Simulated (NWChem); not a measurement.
Total energies of F₃In

SMILES: [F][In]([F])[F]
```xyz
4

In     0.0000     0.0000     0.0000
F      0.0000     0.0000     1.9351
F     -1.6757     0.0000    -0.9677
F      1.6757     0.0000    -0.9677
```
Charge 0, spin multiplicity 1.

Everything below was run with NWChem. All single points use one geometry, from PBE0/def2-SVP with def2 effective core potentials on In, a minimum by its harmonic frequencies.

Basis set: def2-TZVP (143 functions).

| method | total energy (Ha) | relative cost |
|---|---|---|
| RHF | -487.73818 | 1 |
| MP2 | -488.76791 | under 3 |
| B2PLYP | -489.51378 | 4 |
| PBE | -489.60357 | under 3 |
| B3LYP | -489.94385 | under 3 |
| LC-wPBE (omega 0.3 per bohr) | -489.68389 | 10 |

Total energies of different functionals aren't comparable as a measure of quality: only differences taken within one method are. Costs are rough ratios of processor time within this set of runs, SCF included, with RHF as 1.

Effective core potentials replace the inner electrons of In; spin-orbit coupling is left out. The correlated methods keep 7 core orbitals frozen. B3LYP has NWChem's definition, with VWN1-RPA local correlation. GW and range-separated runs recompute their integrals, the others keep them in memory, which bears on the times. The structure started from a generated list of species.
